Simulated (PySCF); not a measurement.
Computed IR spectrum (relative IR intensity) of a molecule C5H5Cl. Coordinates come from a PBE-D3(BJ)/def2-SVP optimisation. Other conformers were not sampled. All values below come from PySCF 2.14.0 with PBE-D3(BJ)/def2-SVP. Frequencies are harmonic and unscaled.

Lines under 2 % of the strongest are left out, and lines within 2 cm⁻¹ are merged.

| ν (cm⁻¹) | relative intensity |
|---|---|
| 266 | 3.2 |
| 302 | 11 |
| 647 | 100 |
| 822 | 82 |
| 855 | 42 |
| 867 | 53 |
| 931 | 45 |
| 945 | 17 |
| 1204 | 8.2 |
| 1309 | 3.3 |
| 1418 | 5.0 |
| 1619 | 76 |
| 1997 | 89 |
| 3038 | 7.8 |
| 3069 | 5.7 |
| 3118 | 10 |
| 3129 | 12 |

### Question
Pick the molecule that these values belong to.
A) C=C=C/C=C/Cl
B) C#C/C(C)=C/Cl
C) ClC1=CCC=C1
D) C=C(Cl)C#CC

### Answer
A, C=C=C/C=C/Cl
